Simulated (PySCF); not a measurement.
Working out the ionisation energy of Mg(2+)

Mg(2+) [Ne] (1S) → Mg(3+) [He] 2s2 2p5 (2P). Computed with PySCF 2.14 in aug-cc-pVDZ (5s4p2d, 27 functions), with the non-relativistic Hamiltonian (point nucleus). Frozen: [He] 2s2. Energies in hartree (1 hartree = 27.21139 eV):

```json
{"part": "UHF", "Mg(2+) (lower)": "-198.824239", "Mg(3+) (upper)": "-195.846414"}
{"part": "CCSD correlation", "Mg(2+) (lower)": "-0.001798", "Mg(3+) (upper)": "-0.000458"}
{"part": "(T)", "Mg(2+) (lower)": "-0.000028", "Mg(3+) (upper)": "-0.000002"}
```

What does Hartree-Fock give?

(-195.846414) − (-198.824239) = 2.977825 hartree = 81.031 eV.

What do CCSD and CCSD(T) give?

The CCSD correlation energies differ by 0.001340 hartree = 0.036 eV and the triples by 0.000026 hartree = 0.001 eV, so CCSD gives 81.067 eV and CCSD(T) 81.068 eV.

Reference: 80.144 eV (measured; NIST Atomic Spectra Database, ionization energies), between the lowest levels; spin-orbit coupling is absent from the calculation.

A double-zeta basis recovers only part of the correlation energy.

What remains against the reference includes basis incompleteness, the frozen core and higher excitations.
